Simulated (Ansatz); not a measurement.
Geometry optimisation, RHF/def2-SVP (Ansatz 0.2.0).

input.yaml

```yaml
crystal:
  periodic: [false, false, false]
  atoms:
    - { symbol: Hf, position_ang: [-0.156583, -0.011604, -0.107183] }
    - { symbol: O, position_ang: [-0.533697, -0.403571, 1.832561] }
    - { symbol: Si, position_ang: [-1.316836, -0.263464, 3.291654] }
    - { symbol: H, position_ang: [-2.702642, -0.769067, 3.165816] }
    - { symbol: H, position_ang: [-0.578709, -1.075866, 4.284242] }
    - { symbol: H, position_ang: [-1.335427, 1.153942, 3.718786] }
    - { symbol: Cl, position_ang: [2.049524, 0.779876, -0.451585] }
    - { symbol: Cl, position_ang: [-1.603127, 1.772211, -0.653836] }
    - { symbol: Cl, position_ang: [-0.723563, -1.817525, -1.530853] }
    - { symbol: Cl, position_ang: [1.795134, -2.723079, 1.527697] }
    - { symbol: H, position_ang: [0.935527, -2.008953, 2.2364] }
basis:
  gaussian: { orbitals: def2-SVP }
hamiltonian:
  xc: hf
relax:
  f_tol: 0.03
  max_steps: 50
```

Command:

```bash
$ ansatz run input.yaml --threads 4 --pin off --max-ram 5120MiB --backend cpu --events-out ev --progress --plain --runs-dir out
```

Where does it end, and by what steps?

The forces met the threshold. The force dipped under the threshold on the way, but the program's further checks kept it going. After 38 steps the energy has fallen by 0.261 eV; H11 moved furthest, 1.57 Å.

| step | energy less start (eV) | largest force component (eV/Å) | accepted |
| --- | --- | --- | --- |
| 0 | 0.0000 | 1.626 | yes |
| 2 | -0.1299 | 1.041 | yes |
| 4 | -0.1720 | 0.354 | yes |
| 6 | -0.1987 | 0.349 | yes |
| 8 | -0.2138 | 0.322 | yes |
| 10 | -0.1590 | 1.441 | no |
| 12 | -0.2254 | 0.071 | yes |
| 14 | -0.2278 | 0.056 | yes |
| 16 | -0.2310 | 0.268 | yes |
| 18 | -0.2352 | 0.123 | yes |
| 20 | -0.2407 | 0.038 | yes |
| 22 | -0.2377 | 0.734 | no |
| 24 | -0.2487 | 0.207 | yes |
| 26 | -0.2529 | 0.009 | yes |
| 28 | -0.2477 | 0.356 | no |
| 30 | -0.2554 | 0.007 | yes |
| 32 | -0.2563 | 0.111 | yes |
| 34 | -0.2581 | 0.094 | yes |
| 36 | -0.2587 | 0.119 | yes |
| 38 | -0.2607 | 0.012 | yes |

```xyz
11
Properties=species:S:1:pos:R:3
Hf -0.267 0.142 -0.052
O -0.951 0.015 1.727
Si -1.504 -0.173 3.287
H -2.304 -1.410 3.368
H -0.347 -0.251 4.201
H -2.341 0.993 3.635
Cl 2.119 0.216 -0.004
Cl -1.058 2.186 -0.954
Cl -1.083 -1.637 -1.392
Cl 1.237 -3.033 1.862
H 2.329 -2.416 1.636
```

Whether the end is a true minimum wasn't checked by a vibrational analysis.

Run time: 84 s on 4 threads of AMD EPYC 7R13 Processor (Zen 3), with other jobs on the host, peak memory 0.54 GiB.
